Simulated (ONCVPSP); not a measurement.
## Building the ONCV potential for Si (LDA (Perdew-Zunger), scalar-relativistic).

The input file (ONCVPSP 4.0.1):

```
# ATOM AND REFERENCE CONFIGURATION
# atsym  z   nc   nv     iexc    psfile
  Si 14.00    1    4        3      upf
#
#   n    l    f
    1    0    2.00
    2    0    2.00
    2    1    6.00
    3    0    2.00
    3    1    2.00
#
# PSEUDOPOTENTIAL AND OPTIMIZATION
# lmax
    1
#
#   l,   rc,      ep,       ncon, nbas, qcut
    0    0.90    0.00    3    6   11.10
    1    1.15    0.00    5   10   11.20
#
# LOCAL POTENTIAL
# lloc, lpopt,  rc(5),   dvloc0
    4    5    0.65    1.00
#
# VANDERBILT-KLEINMAN-BYLANDER PROJECTORs
# l, nproj, debl
    0    2    1.70
    1    2    2.60
#
# MODEL CORE CHARGE
# icmod, fcfact, rcfact
    0    0.00    0.00
#
# LOG DERIVATIVE ANALYSIS
# epsh1, epsh2, depsh
   -7.00    5.00    0.04
#
# OUTPUT GRID
# rlmax, drl
    6.00    0.01
#
# TEST CONFIGURATIONS
# ncnf
    4
# nvcnf
#   n    l    f
    4
    2    0    2.00
    2    1    6.00
    3    0    2.00
    3    1    1.00
#
    4
    2    0    2.00
    2    1    6.00
    3    0    2.00
    3    1    0.00
#
    4
    2    0    2.00
    2    1    6.00
    3    0    1.00
    3    1    0.00
#
    4
    2    0    2.00
    2    1    5.00
    3    0    2.00
    3    1    2.00
#
```

Command:

```bash
oncvpsp.x < Si.dat > Si.out
```

The program printed (shortened: citation, most of the input echo, consistency checks and plot data are left out):

```
ONCVPSP  (Optimized Norm-Conservinng Vanderbilt PSeudopotential)
scalar-relativistic version 4.0.1

#   n    l    f        energy (Ha)
    1    0    2.00    -6.5357528E+01
    2    0    2.00    -5.0983852E+00
    2    1    6.00    -3.5132518E+00
    3    0    2.00    -3.9999499E-01
    3    1    2.00    -1.5319675E-01

Reference configufation results
  iterations    24
  all-electron total energy (Ha)   -2.88819811D+02

Begin loop to  construct optimized pseudo wave functions
and semi-local pseudopoentials for all angular momenta

Calculating optimized projector #   1

 for l=   0

    Fraction of norm inside rc  0.902118
    Optimizing pswf for qcut=  11.11 a_B^-1,  ecut=  61.76 Ha
    Residual kinetic energy error=  6.86D-06 Ha

    Energy error per electron        Cutoff
         Ha          eV             Ha
         0.01000     0.27211       23.30
         0.00100     0.02721       29.84
         0.00010     0.00272       35.52
         0.00001     0.00027       57.96

Calculating optimized projector #   2

 for l=   0

    Fraction of norm inside rc  0.040366
    Optimizing pswf for qcut=  11.11 a_B^-1,  ecut=  61.76 Ha
    Residual kinetic energy error=  8.49D-06 Ha

    Energy error per electron        Cutoff
         Ha          eV             Ha
         0.01000     0.27211       17.20
         0.00100     0.02721       24.10
         0.00010     0.00272       38.42
         0.00001     0.00027       60.54

Calculating optimized projector #   1

 for l=   1

    Fraction of norm inside rc  0.967239
    Optimizing pswf for qcut=  11.20 a_B^-1,  ecut=  62.69 Ha
    Residual kinetic energy error=  3.56D-04 Ha

    Energy error per electron        Cutoff
         Ha          eV             Ha
         0.01000     0.27211       50.12
         0.00100     0.02721       58.47
         0.00010     0.00272      152.42
         0.00001     0.00027      254.67

Calculating optimized projector #   2

 for l=   1

    Fraction of norm inside rc  0.043418
    Optimizing pswf for qcut=  11.20 a_B^-1,  ecut=  62.69 Ha
    Residual kinetic energy error=  1.46D-04 Ha

    Energy error per electron        Cutoff
         Ha          eV             Ha
         0.01000     0.27211       41.88
         0.00100     0.02721       54.06
         0.00010     0.00272       65.24
         0.00001     0.00027      212.06

Construct Vanderbilt / Kleinmman-Bylander projectors

B matrix Hermiticity error, ll=   0
   1   2    5.1486E-04

  Orthonormal projector coefficients  9.3253E+00  1.3971E+00

B matrix Hermiticity error, ll=   1
   1   2    2.4033E-04

  Orthonormal projector coefficients -8.2684E+00 -3.6979E+00

Pseudoatom total energy  -97.845386

Diagnostic tests using Vanderbilt-Kleinman-Bylander pseudopotentials
  1 or more projectors used as specified by nproj input data

   l    rcore       rmatch      e in        delta e   norm test  slope test

   0   0.9045223   0.9319856  -5.0983852   0.0000231   1.0001845   1.0001881
   0   0.9045223   0.9319856  -0.3999950   0.0000180   1.0000867   1.0000669

   1   1.1559432   1.1910402  -3.5132518  -0.0000016   1.0001743   1.0001712
   1   1.1559432   1.1910402  -0.1531968   0.0000080   1.0000500   1.0000430

 Testing for bound ghosts
   n   l    E NL Schr. Eq   E Basis Diag.   E Cutoff

   1   0       -5.098362       -5.098328    155.79
   2   0       -0.399977       -0.019683    155.79

   2   1       -3.513253       -3.513247    375.38
   3   1       -0.153189        0.049956    375.38

 Testing for highly-localized positive-energy ghosts
       l    <radius>/rc     E Basis Diag.   E Cutoff

Test configuration 0

   n   l     f        eae           eps        diff
   1   0  2.0000  -65.35752805
   2   0  2.0000   -5.09838519   -5.09836209    2.31D-05
   2   1  6.0000   -3.51325180   -3.51325340   -1.60D-06
   3   0  2.0000   -0.39999499   -0.39997701    1.80D-05
   3   1  2.0000   -0.15319675   -0.15318876    7.99D-06

    Total energies and differences
      AE_ref= -2.88819811D+02  AE_tst= -2.88819811D+02  dif=  0.00D+00
      PS_ref= -9.78453856D+01  PS_tst= -9.78453856D+01  dif=  1.42D-13
      PSP excitation error= -1.42D-13

Test configuration 1

   n   l     f        eae           eps        diff
   1   0  2.0000  -65.71388127
   2   0  2.0000   -5.44770713   -5.44726415    4.43D-04
   2   1  6.0000   -3.86318355   -3.86184704    1.34D-03
   3   0  2.0000   -0.70222983   -0.70220019    2.96D-05
   3   1  1.0000   -0.43192223   -0.43186545    5.68D-05

    Total energies and differences
      AE_ref= -2.88819811D+02  AE_tst= -2.88532098D+02  dif=  2.88D-01
      PS_ref= -9.78453856D+01  PS_tst= -9.75576841D+01  dif=  2.88D-01
      PSP excitation error=  1.17D-05

Test configuration 2

   n   l     f        eae           eps        diff
   1   0  2.0000  -66.16430778
   2   0  2.0000   -5.88232286   -5.88130208    1.02D-03
   2   1  6.0000   -4.29903749   -4.29507100    3.97D-03
   3   0  2.0000   -1.05341640   -1.05332657    8.98D-05

    Total energies and differences
      AE_ref= -2.88819811D+02  AE_tst= -2.87939914D+02  dif=  8.80D-01
      PS_ref= -9.78453856D+01  PS_tst= -9.69656022D+01  dif=  8.80D-01
      PSP excitation error=  1.14D-04

Test configuration 3

   n   l     f        eae           eps        diff
   1   0  2.0000  -66.74342980
   2   0  2.0000   -6.43630216   -6.43785656   -1.55D-03
   2   1  6.0000   -4.85396120   -4.84925750    4.70D-03
   3   0  1.0000   -1.45878504   -1.45888822   -1.03D-04

    Total energies and differences
      AE_ref= -2.88819811D+02  AE_tst= -2.86685117D+02  dif=  2.13D+00
      PS_ref= -9.78453856D+01  PS_tst= -9.57107739D+01  dif=  2.13D+00
      PSP excitation error=  8.23D-05

Test configuration 4

   n   l     f        eae           eps        diff
   1   0  2.0000  -66.80782687
   2   0  2.0000   -6.14945423   -6.12854384    2.09D-02
   2   1  5.0000   -4.60638428   -4.52303012    8.34D-02
   3   0  2.0000   -0.81988152   -0.82013476   -2.53D-04
   3   1  2.0000   -0.51956402   -0.51723232    2.33D-03

    Total energies and differences
      AE_ref= -2.88819811D+02  AE_tst= -2.84774356D+02  dif=  4.05D+00
      PS_ref= -9.78453856D+01  PS_tst= -9.38381558D+01  dif=  4.01D+00
      PSP excitation error=  3.82D-02
```

The run took about 2.1 s on one core of a shared server CPU.
